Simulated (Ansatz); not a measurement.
Consider the redistribution: `[F][Sn]([F])([F])[GeH3]` + `[AlH2][CH2]CBr` → `[F][Sn]([F])([F])[Br]` + `[AlH2][CH2][CH2][GeH3]`.

Isolated molecules relaxed with PBE0-D4/def2-TZVP in Ansatz; ΔE leaves out vibrations. CBS: MP2 limit from def2 TZ/QZ plus the TZ coupled-cluster correction, frozen cores. Functionals use def2-TZVPP. B3LYP here is the variant with VWN-RPA as its local correlation; programs differ in this. def2 core potentials past Kr. For Br, Ge, Sn outer-core shells are correlated without core-valence functions, which leaves a few kJ/mol of doubt a bond. Scalar relativity is left out up to krypton. Each species was taken in one conformer, which may not be the lowest.

```
         level  ΔE (kJ/mol)
       ωB97X-V        -37.0
       ωB97M-V        -35.7
         B3LYP        -23.9
MP2/def2-QZVPP        -41.7
```

(1) What does CCSD(T)/CBS give? (An estimate is asked.)

Largest T1 diagnostic among the species: 0.014.

Results:

(1) The calculation gave: -41.1 kJ/mol. The listed levels differ from it by 4.1, 5.4, 17.2, -0.6 kJ/mol.

The D4 term adds −3.2 kJ/mol with B3LYP and −1.7 kJ/mol with PBE0; it sums over pairs of atoms, weighted by their polarisabilities, and B3LYP, whose exchange is more repulsive, gets the larger term. From PBE to PBE0 (25 % exact exchange), in def2-TZVPP and without D4, ΔE moves by −7.8 kJ/mol. In def2-TZVPP, CCSD(T) changes the Hartree–Fock value by +6.8 kJ/mol (the triples alone add +0.1 kJ/mol) and MP2 by +5.9 kJ/mol.
